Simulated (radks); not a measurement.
Valence configurations of Zn IV (all share [Ar]). Method: scalar-relativistic Kohn-Sham, LDA (Slater exchange, Perdew-Wang correlation), spin-unpolarised, spherical densities, point nucleus; computed with a radial shooting solver on a logarithmic mesh with Libxc functionals. Energies are relative to 3d9; eigenvalues in eV.

[
 {"valence": "3d9", "E (eV)": "0.000", "e(3d)": "-51.071", "e(4p)": "-", "e(4s)": "-"},
 {"valence": "3d8.5 4p0.5", "E (eV)": "12.924", "e(3d)": "-55.898", "e(4p)": "-28.510", "e(4s)": "-"},
 {"valence": "3d8 4p1", "E (eV)": "27.462", "e(3d)": "-60.867", "e(4p)": "-30.049", "e(4s)": "-"},
 {"valence": "3d8 4s1", "E (eV)": "17.947", "e(3d)": "-59.499", "e(4p)": "-", "e(4s)": "-38.774"},
 {"valence": "3d7 4s2", "E (eV)": "41.777", "e(3d)": "-68.640", "e(4p)": "-", "e(4s)": "-41.557"},
 {"valence": "3d6 4s2 4p1", "E (eV)": "82.999", "e(3d)": "-79.728", "e(4p)": "-34.272", "e(4s)": "-44.944"},
 {"valence": "3d7 4p2", "E (eV)": "62.001", "e(3d)": "-71.238", "e(4p)": "-32.835", "e(4s)": "-"},
 {"valence": "3d4 4s2 4p3", "E (eV)": "192.06", "e(3d)": "-103.38", "e(4p)": "-39.389", "e(4s)": "-51.278"},
 {"valence": "3d7 4s1 4p1", "E (eV)": "51.850", "e(3d)": "-69.954", "e(4p)": "-32.198", "e(4s)": "-42.309"},
 {"valence": "3d6.5 4s2 4p0.5", "E (eV)": "61.345", "e(3d)": "-74.118", "e(4p)": "-32.921", "e(4s)": "-43.275"}
]

NIST lists [Ar] 3d9 as the ground configuration; this level of theory agrees among the configurations tried. The energies are those of spherical spin-averaged densities, not of single terms.
